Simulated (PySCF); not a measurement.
**Electric field gradients and quadrupole coupling constants**

C₆H₁₀O₂.
Structure used (GFN2-xTB), in Å, numbered top down from 1:
```
atom  x, y, z in Å
C1     2.8301    0.8229    0.3137
C2     1.7848   -0.2271    0.5884
O3     1.8741   -1.0855    1.4262
O4     0.7390   -0.0806   -0.2308
C5    -0.3299   -0.9928   -0.1014
C6    -1.2750   -1.0890   -1.2574
C7    -1.7247   -0.4477    0.0261
C8    -1.9532    1.0412    0.0764
H9     2.8822    1.4976    1.1656
H10    2.5804    1.3809   -0.5828
H11    3.7997    0.3432    0.2072
H12   -0.0481   -1.8809    0.4523
H13   -1.0831   -0.4350   -2.0936
H14   -1.6529   -2.0616   -1.5302
H15   -2.3984   -1.0220    0.6508
H16   -2.9427    1.2839   -0.3069
H17   -1.8826    1.4008    1.1014
H18   -1.2085    1.5580   -0.5233
```

Field gradients from the PBE0/pcSseg-1 density (PySCF, non-relativistic), principal values in atomic units, ordered |Vxx| ≤ |Vyy| ≤ |Vzz|:

```tsv
atom	Vxx	Vyy	Vzz
O3	0.6813	0.9021	-1.5833
O4	-0.5725	-1.1166	1.6891
```

Problem. Find the asymmetry η = (Vxx − Vyy)/Vzz and the couplings χ = eQV/h (234.96 MHz × Q in barn × V in au), with Q(17O) = −0.0256 b.

Solution. 
| atom | environment | nucleus | η | χzz (MHz) | χxx (MHz) | χyy (MHz) |
| --- | --- | --- | --- | --- | --- | --- |
| O3 | ester carbonyl oxygen | 17O | 0.14 | 9.52 | -4.10 | -5.43 |
| O4 | ester single-bonded oxygen | 17O | 0.32 | -10.16 | 3.44 | 6.72 |

The tensor is traceless: Vxx + Vyy + Vzz = 0.

Problem. What is Vzz at O3 in SI units (1 au = 9.71736 × 10²¹ V/m²)?

Solution. -1.5833 au = -15.386 × 10²¹ V/m².

Were the hydrogens deuterons (Q(2H) = 0.00286 b), χzz would run from 206 kHz (H12) to 224 kHz (H14 and H13).

The structure is a single GFN2-xTB conformer in the gas phase; no vibrational or solvent corrections. GFN2-xTB bond lengths can be off by several hundredths of an ångström, more for odd bonds, and the gradients follow them. With a basis this small, the couplings can be 20 % off.
